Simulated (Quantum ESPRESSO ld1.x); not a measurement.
Valence configurations of the titanium ion Ti+ (all share [Ar]). All-electron calculation, Dirac Kohn-Sham, revPBE, spin-unpolarised, spherical densities, point nucleus; open shells are shared between the two j in proportion to 2j + 1. Program: ld1.x of Quantum ESPRESSO 7.5. Energies are relative to 3d2 4s1; eigenvalues in eV.

valence          E (eV)  e(3d3/2)  e(3d5/2)  e(4p1/2)  e(4p3/2)  e(4s1/2)
3d2.5 4s0.5      -0.241    -9.467    -9.423         -         -    -9.488
3d2 4s1           0.000   -11.318   -11.270         -         -   -10.242
3d1.5 4s1.5       0.845   -13.453   -13.400         -         -   -11.051
3d2 4s0.5 4p0.5   1.861   -11.877   -11.828    -6.869    -6.824   -10.576
3d1 4s2           2.409   -15.841   -15.783         -         -   -11.880
3d1.5 4s1 4p0.5   2.821   -14.014   -13.960    -7.439    -7.388   -11.373
3d2 4p1           3.734   -12.424   -12.374    -7.176    -7.130         -
3d1 4s1 4p1       6.621   -16.945   -16.886    -8.285    -8.227   -12.484
3d0.5 4s1.5 4p1   9.272   -19.545   -19.482    -8.845    -8.780   -13.294
4s1 4p2          17.641         -         -    -9.869    -9.795   -14.619

NIST lists [Ar] 3d2 4s1 as the ground configuration; this level of theory puts 3d2.5 4s0.5 lower, by 0.241 eV. The energies are those of spherical spin-averaged densities, not of single terms.
